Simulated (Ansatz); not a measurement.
Z-matrix (Å, degrees):
```
B
B 1 1.719
F 1 1.322 2 119.8
H 1 1.202 2 123.9 3 180.0
F 2 1.321 1 121.8 3 -90.8
F 2 1.321 1 121.8 3 91.2
```

The species carries charge 0 and has multiplicity 1.

Q: List the PBE0/def2-TZVPP orbital energies in eV (the Gaussian-basis code of Ansatz). (Best estimate.)

A: The calculation gave: Occupied: -674.85, -674.77, -674.77, -187.34, -186.50, -34.91, -34.48, -34.08, -16.88, -16.21, -15.31, -14.65, -14.27, -13.70, -13.49, -12.71, -12.28, -12.13, -8.93. Lowest empty: -1.64, -0.72, 1.31, 2.22, 2.76, 3.62, 3.83, 4.05.
